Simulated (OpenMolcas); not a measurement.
## Computed transition rates of S²⁺

```
Program             : OpenMolcas
Method              : RASSCF
Basis               : ANO-RCC [8s7p5d4f2g]
Scalar Hamiltonian  : DKH2, point nucleus
Active space        : 2 electrons in 9 orbitals (RAS2 3p; RAS3 3d 4s, at most 1 electron)
State averaging     : 2S+1 = 3 even, 3 roots; 2S+1 = 1 even, 6 roots; 2S+1 = 3 odd, 18 roots; 2S+1 = 1 odd, 18 roots
Spin-orbit coupling : state interaction with AMFI integrals over the reference wave functions, term energies averaged over their components
```

Rates come from the transition moments of the reference wave functions (E1 and E2 in the length form). At fixed line strength A goes as λ^-3 for E1 and M1 and as λ^-5 for E2, so a rate at the computed wavelength can be rescaled to the measured one. Measured vacuum wavelengths follow from level energies in NIST levels in Podobedova, Kelleher and Wiese, J. Phys. Chem. Ref. Data 38, 171 (2009). Branching counts decays inside the model space alone, at computed energies, and the table is only a selection of the E1 lines, drawn from those between levels with measured partners whose computed energy lies within a factor of 1.5 of the measured one.

```json
{"Upper": "3s² 3p 3d ¹F°₃", "Lower": "3s² 3p² ¹D₂", "Type": "E1", "λ computed (nm)": "66.92", "λ measured (nm)": "68.36", "A computed (s-1)": "1.85e+10", "A rescaled (s-1)": "1.74e+10", "Branching %": "100.0"}
{"Upper": "3s² 3p 4s ¹P°₁", "Lower": "3s² 3p² ¹D₂", "Type": "E1", "λ computed (nm)": "74.59", "λ measured (nm)": "72.95", "A computed (s-1)": "3.44e+09", "A rescaled (s-1)": "3.68e+09", "Branching %": "94.3"}
{"Upper": "3s² 3p 4s ³P°₀", "Lower": "3s² 3p² ³P₁", "Type": "E1", "λ computed (nm)": "69.15", "λ measured (nm)": "68.31", "A computed (s-1)": "6.89e+08", "A rescaled (s-1)": "7.15e+08", "Branching %": "100.0"}
{"Upper": "3s² 3p 4s ³P°₂", "Lower": "3s² 3p² ³P₂", "Type": "E1", "λ computed (nm)": "69.04", "λ measured (nm)": "68.35", "A computed (s-1)": "6.37e+08", "A rescaled (s-1)": "6.56e+08", "Branching %": "68.9"}
{"Upper": "3s² 3p 4s ³P°₁", "Lower": "3s² 3p² ³P₂", "Type": "E1", "λ computed (nm)": "69.29", "λ measured (nm)": "68.54", "A computed (s-1)": "3.05e+08", "A rescaled (s-1)": "3.15e+08", "Branching %": "38.0"}
{"Upper": "3s² 3p 4s ³P°₁", "Lower": "3s² 3p² ³P₀", "Type": "E1", "λ computed (nm)": "68.93", "λ measured (nm)": "68.15", "A computed (s-1)": "3.03e+08", "A rescaled (s-1)": "3.14e+08", "Branching %": "37.7"}
{"Upper": "3s² 3p 4s ³P°₂", "Lower": "3s² 3p² ³P₁", "Type": "E1", "λ computed (nm)": "68.8", "λ measured (nm)": "68.1", "A computed (s-1)": "2.87e+08", "A rescaled (s-1)": "2.96e+08", "Branching %": "31.1"}
{"Upper": "3s² 3p 4s ¹P°₁", "Lower": "3s² 3p² ¹S₀", "Type": "E1", "λ computed (nm)": "87.97", "λ measured (nm)": "82.48", "A computed (s-1)": "1.99e+08", "A rescaled (s-1)": "2.41e+08", "Branching %": "5.5"}
{"Upper": "3s² 3p 4s ³P°₁", "Lower": "3s² 3p² ³P₁", "Type": "E1", "λ computed (nm)": "69.05", "λ measured (nm)": "68.29", "A computed (s-1)": "1.54e+08", "A rescaled (s-1)": "1.59e+08", "Branching %": "19.2"}
{"Upper": "3s² 3p 4s ³P°₁", "Lower": "3s² 3p² ¹D₂", "Type": "E1", "λ computed (nm)": "76.45", "λ measured (nm)": "73.85", "A computed (s-1)": "3.90e+07", "A rescaled (s-1)": "", "Branching %": "4.9"}
{"Upper": "3s² 3p 3d ³F°₂", "Lower": "3s² 3p² ¹D₂", "Type": "E1", "λ computed (nm)": "93.32", "λ measured (nm)": "90.26", "A computed (s-1)": "2.82e+06", "A rescaled (s-1)": "", "Branching %": "77.5"}
{"Upper": "3s² 3p 3d ³F°₃", "Lower": "3s² 3p² ³P₂", "Type": "E1", "λ computed (nm)": "82.68", "λ measured (nm)": "82.26", "A computed (s-1)": "1.21e+06", "A rescaled (s-1)": "1.23e+06", "Branching %": "77.7"}
{"Upper": "3s² 3p 3d ³F°₂", "Lower": "3s² 3p² ³P₁", "Type": "E1", "λ computed (nm)": "82.53", "λ measured (nm)": "82.09", "A computed (s-1)": "5.53e+05", "A rescaled (s-1)": "5.62e+05", "Branching %": "15.2"}
{"Upper": "3s² 3p 3d ³F°₃", "Lower": "3s² 3p² ¹D₂", "Type": "E1", "λ computed (nm)": "93.08", "λ measured (nm)": "90.02", "A computed (s-1)": "3.47e+05", "A rescaled (s-1)": "", "Branching %": "22.3"}
{"Upper": "3s² 3p 3d ³F°₂", "Lower": "3s² 3p² ³P₂", "Type": "E1", "λ computed (nm)": "82.87", "λ measured (nm)": "82.45", "A computed (s-1)": "2.64e+05", "A rescaled (s-1)": "2.68e+05", "Branching %": "7.3"}
```

Spin-changing lines and M1 lines between different terms are not rescaled, since their strength hangs on the term gaps too.

The largest correction is for 3s² 3p 4s ¹P°₁ → 3s² 3p² ¹S₀ (E1): 1.99e+08 × (87.97 / 82.48)^3 = 2.41e+08 s-1, a factor of 1.21.

The computed rate and branching of 3s² 3p 4s ³P°₀ → 3s² 3p² ³P₁ give the upper level a radiative lifetime of 1.000 / 6.89e+08 s-1 = 1.45e-09 s, counting decays inside the model space alone. The rescaled rate gives about 1.4e-09 s.

No measured rate stands beside these. Rescaling mends the energy factor alone: line strengths can still be far off where a level mixes with configurations outside the active space, and weak or spin-changing lines hang on small mixing coefficients that depend on the term gaps too, so rescaling need not improve them.

ANO sets are built for valence states and can reach diffuse excited orbitals poorly, and with the s shell closed the s pⁿ⁺¹ terms that mix with these levels are absent. With the s shell closed, the reference lacks s² → p² mixing. Computed and measured levels are paired by configuration, term and J; levels that our copy of the source lacks, or whose pairing is in doubt (as where it misses far off the trend of its configuration), stay unpaired. Levels of configurations outside the active space are missing.

° marks odd parity.
